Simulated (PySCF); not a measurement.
Ligands exchanged one at a time, B Br-I. Gas-phase values, no solvent. Strings in code marks are SMILES.

Calculation: PySCF with B3LYP-D3(BJ)/def2-TZVP. B3LYP has the VWN-RPA correlation part, as in Gaussian. Excitations are Tamm–Dancoff values on a coarser integration grid. The basis has no diffuse functions, so Rydberg states are missing or too high.

```csv
species,S1 excitation (TDA) (eV),dipole moment (D)
0 of 3 Br replaced by I (`BrB(Br)Br`),4.58,0.00
1 of 3 Br replaced by I (`BrB(Br)I`),4.03,0.15
2 of 3 Br replaced by I (`BrB(I)I`),3.71,0.15
3 of 3 Br replaced by I (`IB(I)I`),3.46,0.00
```
